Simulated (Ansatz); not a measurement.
`[NH2][SnH]([F])[Cl]` → Cl• + F• + 3 H• + N• + Sn•  (atomization)

Program: Ansatz. Geometries: PBE0-D4/def2-TZVP. ΔE: electronic, gas phase. CCSD(T)/CBS adds triple-zeta CCSD(T) − MP2 to the extrapolated MP2 energy (def2 sets, frozen cores). This one scheme is used for every species, atoms too. Functionals use def2-TZVPP. No spin–orbit coupling; open shells (•) take unrestricted orbitals. Spin–orbit coupling would lower the free atoms: a little for Cl, F; strongly for Sn. def2 core potentials past Kr. For Sn outer-core shells are correlated without core-valence functions, so the limit isn't a true one: a few kJ/mol of doubt a bond, and 10 to 20 or more in all where bonds break to atoms. Each species was taken in one conformer, which may not be the lowest.

```tsv
level	ΔE (kcal/mol)
revPBE-D4	493.5
BLYP-D4	500.7
PBE	506.6
revPBE	484.6
PBE0	491.9
LC-ωPBE	497.4
CCSD(T)/def2-TZVPP	485.4
HF/CBS(def2)	332.2
```

Problem. What does CCSD(T)/CBS give? (An estimate is asked.)

Solution. The calculation gave: +507.3 kcal/mol. The listed levels differ from it by -13.8, -6.6, -0.7, -22.7, -15.4, -9.9, -21.9, -175.1 kcal/mol.

Largest T1 diagnostic among the species: 0.013.

Leaving LDA and LC-ωPBE aside and taking each functional with its dispersion term where it has one, the values, not all of them listed here, spread over 32.8 kcal/mol, from BHLYP-D4 to PBE-D4. LDA lies +76.4 kcal/mol from PBE without D4, its usual overbinding. From r2SCAN to r2SCAN0 (25 % exact exchange), in def2-TZVPP and without D4, ΔE moves by −14.3 kcal/mol: exact exchange takes away binding that semilocal exchange gives to molecules. The D4 term adds +5.7 kcal/mol with B3LYP and +3.0 kcal/mol with PBE0; it sums over pairs of atoms, weighted by their polarisabilities, and B3LYP, whose exchange is more repulsive, gets the larger term.

B3LYP here is the variant with VWN-RPA as its local correlation; programs differ in this.

For atomizations the MP2-based limit and the directly extrapolated one differ by several kJ/mol either way, and by 10 to 25 for some Ge, Se and Sn compounds, so smaller differences from it don't rank the levels.
